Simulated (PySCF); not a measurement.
HFSi, singlet, at a GFN2-xTB geometry; R2SCAN/6-31G** in PySCF.

PySCF was given this input:
```python
from pyscf import gto, scf, dft

mol = gto.M(
    atom='''
Si   -0.24845443   -0.32714290    0.45770159
H    -0.88585188   -1.16646728   -0.57945722
F     0.48491266    0.63849643   -0.64759612
''',
    basis='6-31g**',
    verbose=3,
)

mf = dft.UKS(mol)
mf.xc = 'r2scan'
mf.kernel()
mf.analyze()
```

Output, abridged:

```
converged SCF energy = -389.825502003564  <S^2> = 1.2356338e-11  2S+1 = 1
**** MO energy ****
                             alpha | beta                alpha | beta
MO #1   energy= -65.8742660118534  | -65.8742660294175  occ= 1 | 1
MO #2   energy= -24.4883866124191  | -24.4883869401242  occ= 1 | 1
MO #3   energy= -5.24709837837445  | -5.24709838328294  occ= 1 | 1
MO #4   energy= -3.59419657945346  | -3.59419656140025  occ= 1 | 1
MO #5   energy= -3.58879181878152  | -3.58879182642173  occ= 1 | 1
MO #6   energy= -3.58266242152891  | -3.58266247828436  occ= 1 | 1
MO #7   energy= -1.13048640841824  | -1.1304867974737   occ= 1 | 1
MO #8   energy= -0.495625305943173 | -0.495625339265341 occ= 1 | 1
MO #9   energy= -0.397467915618333 | -0.397468035820812 occ= 1 | 1
MO #10  energy= -0.385473920986738 | -0.385474410314941 occ= 1 | 1
MO #11  energy= -0.359180734561555 | -0.359180965581736 occ= 1 | 1
MO #12  energy= -0.218522914660401 | -0.218522857856904 occ= 1 | 1
MO #13  energy= -0.118970201845748 | -0.11896976262665  occ= 0 | 0
MO #14  energy= -0.00708993214331421 | -0.00709002691049232 occ= 0 | 0
MO #15  energy= 0.105342746327151  | 0.105343144257933  occ= 0 | 0
MO #16  energy= 0.187114278321226  | 0.187114254480264  occ= 0 | 0
MO #17  energy= 0.24610448758755   | 0.246104174347708  occ= 0 | 0
MO #18  energy= 0.260896348411939  | 0.260896544705524  occ= 0 | 0
MO #19  energy= 0.332106420199648  | 0.332106293377316  occ= 0 | 0
MO #20  energy= 0.541933144329165  | 0.541932863970904  occ= 0 | 0

To work with the spin densities directly, `use mulliken_meta_spin()` only printing them here.

 ** Mulliken spin pop alpha/beta on meta-lowdin orthogonal AOs **
 ** Mulliken Spin Density (per atom)  **
spin density of  0 Si =     -0.00000
spin density of  1 H =      0.00000
spin density of  2 F =     -0.00000
 ** Mulliken pop alpha/beta on meta-lowdin orthogonal AOs **
 ** Mulliken atomic charges   ( Nelec_alpha | Nelec_beta ) **
charge of  0Si =      0.55320  (     6.72340      6.72340 )
charge of  1H =     -0.12426  (     0.56213      0.56213 )
charge of  2F =     -0.42894  (     4.71447      4.71447 )
Dipole moment(X, Y, Z, Debye): -0.55169, -0.72655,  0.29060
```
